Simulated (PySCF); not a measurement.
A small calculation by hand: dipole moment from atomic charges

C₂H₃ClF₂Si, SMILES Cl[Si@@H](F)/C=C\F. Atoms are numbered in the order given.

```xyz
9

F     -2.4384    -1.0769    -0.8767
C     -2.3375     0.0586    -0.1693
C     -1.1630     0.5290     0.2830
Si     0.4716    -0.2925    -0.0240
F      0.8941    -1.2112     1.2615
Cl     1.9011     1.1955    -0.2009
H     -3.3241     0.5323    -0.0189
H     -1.2012     1.4689     0.8568
H      0.5057    -1.1630    -1.2326
```

Coordinates come from a PBE-D3(BJ)/def2-SVP optimisation. The structure was generated by enumeration; whether it is a known compound was not checked. One conformer was computed; it need not be the lowest.

Charges (e) from ωB97X/def2-TZVP in PySCF:

```csv
atom,Mulliken,IAO
F1,-0.184,-0.267
C2,0.109,0.214
C3,-0.365,-0.554
Si4,0.698,1.269
F5,-0.319,-0.536
Cl6,-0.229,-0.327
H7,0.146,0.161
H8,0.160,0.182
H9,-0.018,-0.141
```

The dipole moment of the full density is 2.62 D.

Q: What dipole moment does each set of point charges give, and which comes closer to that of the density?

A: 
μ = Σ q r, and 1 e Å = 4.8032 D.
Mulliken: Σ q r = (-0.460, 0.254, -0.177) e Å, |μ| = 2.66 D.
IAO: Σ q r = (-0.532, 0.411, -0.273) e Å, |μ| = 3.49 D.
Mulliken comes closer in size. Point charges leave out the atoms' own dipoles (lone pairs, polarised bonds); fits to the potential absorb them, partitions of the density don't.
